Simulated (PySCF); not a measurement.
SeF6.
Geometry (PBE0-D3(BJ)/def2-SVP, Å), atoms numbered from 1 in this order:
```xyz
7
SeF6 angstrom
Se     0.0131   -0.0147   -0.0098
F      0.0091   -0.0167    1.6935
F      0.0166   -0.0118   -1.7129
F      1.7161   -0.0081   -0.0082
F     -1.6901   -0.0212   -0.0126
F      0.0065    1.6884   -0.0053
F      0.0205   -1.7180   -0.0132
```

Level of theory: TDDFT B3LYP/def2-SVPD, vertical, gas phase, core orbitals frozen in the response (PySCF 2.14.0, density-fitted response routines). Relativistic effects, spin–orbit coupling among them, are left out although an element past zinc is present.

Kohn–Sham orbitals with the atoms that hold most of them (Löwdin shares over 4%, at most four atoms; ? is withheld):

| orbital | ε (eV) | atoms |
| --- | --- | --- |
| HOMO-3 | -13.39 | F7 19%, F6 19%, F4 17%, F5 17% |
| HOMO-2 | -12.59 | F5 25%, F4 25%, F3 24%, F2 24% |
| HOMO-1 | -12.59 | F4 25%, F5 25%, F6 24%, F7 24% |
| HOMO | -12.59 | F6 25%, F2 25%, F7 25%, F3 25% |
| LUMO | -4.56 | ? |
| LUMO+1 | 0.51 | Se1 52%, F7 8%, F3 8%, F5 8% |
| LUMO+2 | 0.53 | Se1 58%, F3 9%, F2 9%, F6 6% |

(1) Which atoms hold the LUMO, and with what shares?

Results:

(1) Se1 (bonded to 6 F) 21%; F7 (bonded to Se) 13%; F5 (bonded to Se) 13%; F2 (bonded to Se) 13%. By element: fluorine 39% or more, selenium 21%.

Within 0.005 eV of a neighbour in this list lie HOMO-2/HOMO-1/HOMO (point group found: Oh); within a degenerate set the shares of single atoms can hang on how the components are chosen.

Question: How does S1 compare with the orbital gap of 8.03 eV?

Answer: S1 is at 6.49 eV (f = 0.0000), 1.54 eV below the gap, made of HOMO-2/HOMO-1/HOMO→LUMO (100%). S1/S2/S3 lie within about 0.01 eV of each other. Without the coupling terms of the response equations the lowest excitation would equal the gap.

Next come S2 at 6.49 eV (f 0.0000), HOMO-2/HOMO-1/HOMO→LUMO (99%); S3 at 6.49 eV (f 0.0000), HOMO-2/HOMO-1/HOMO→LUMO (99%); S4 at 7.28 eV (f 0.0000), HOMO-3→LUMO (99%); S5 at 7.29 eV (f 0.0000), HOMO-4→LUMO (99%).

Orbitals of the list HOMO-3 to LUMO+2 that lie within 0.01 eV of each other are written together with a slash and their weights summed (≥ marks a lower bound); for degenerate orbitals outside that list single weights are arbitrary.

Löwdin shares depend on the basis, the more so with diffuse functions.
